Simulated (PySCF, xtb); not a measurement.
B(H)2(OSiH3) (BH5OSi), SMILES BO[SiH3].

GFN2-xTB (xtb 6.7.1) at its own geometry gives an orbital gap of 4.61 eV and a dipole moment of 0.98 D.

The structure is a stationary point at r2SCAN-D4/def2-TZVP.

### Question
What does CAM-B3LYP/def2-TZVPD run with PySCF give? (Estimate from the structure and the level; the computed values follow.)

### Answer
gap 10.27 eV (levels -9.99 and 0.28 eV), dipole 0.98 D.
